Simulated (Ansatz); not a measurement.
Reactions of CH3BO2S, SMILES `OB1OC1S`.

Computed with Ansatz on PBE0-D4/def2-TZVP structures; ΔE is electronic, products minus reactants. CBS: MP2 limit from def2 TZ/QZ plus the TZ coupled-cluster correction, frozen cores. This one scheme is used for every species, atoms too. DFT in def2-TZVPP. Open shells (•) are unrestricted, without spin–orbit coupling. Spin–orbit coupling would lower the free atoms: a little for B, C, O, S. One conformer a species, not always the lowest.

```tsv
reaction	MP2/CBS(def2) (kJ/mol)	ωB97M-V (kJ/mol)
`OB1OC1S` + H₂ → `OB1CO1` + H₂S	-47	-54
`OB1OC1S` + `COCN` → `SC1BO1` + `NCOCO`	184	180
`OB1OC1S` → `SC1OBO1`	2	-4
`OB1OC1S` → B• + C• + 3 H• + 2 O• + S•	3344	3256
`OB1OC1S` + H₂ → `SC1BO1` + H₂O	94	98
`OB1OC1S` → `OB1OCS1`	-159	-153
`OB1OC1S` + HCl → `OB1OC1Cl` + H₂S	23	18
```

(1) Give the CCSD(T)/CBS values in the same order. (Estimate.)

Largest T1 diagnostic: 0.016, for `SC1BO1`.

Results:

(1) Computed: -54, 179, -5, 3222, 90, -157, 20 kJ/mol.
